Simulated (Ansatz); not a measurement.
**From C to Ge: the atomisation energy (no zero-point term)**

Gas-phase molecules, one atom swapped for its congeners: Si(CF3)F3; Si(SiF3)F3 (hexafluorodisilane); Si(GeF3)F3. All are singlets with charge 0.

Shapes, held fixed at every level: PBE0-D4/def2-TZVP. Programs: Ansatz 0.2.0. Values in eV.

```csv
level,Si(CF3)F3,Si(SiF3)F3,Si(GeF3)F3
HF/def2-SVP,24.91,27.12,23.94
r2SCAN0-D4/def2-TZVPP,35.34,37.63,34.05
wB97M-V/def2-TZVPP,36.54,38.68,35.05
wB97X-V/def2-TZVPP,36.55,38.78,35.34
MP2/def2-SVP,35.55,36.87,33.97
CCSD(T)/def2-SVP,33.56,34.79,31.93
MP2/def2-TZVPP,37.52,39.89,36.49
```

At MP2/def2-TZVPP the atomisation energy isn't monotonic: it is largest for Si and smallest for Ge (39.89 and 36.49 eV). Every level shows the same order. Relativity is left out for Ge. Outer-core shells of Ge are correlated, in sets that cover them unevenly. Spin-orbit coupling, which grows down the group, is left out (summed over each molecule's free atoms 0.12, 0.14, 0.24 eV). Coupled cluster in double- or triple-zeta sets underbinds by a few per cent against its basis-set limit.
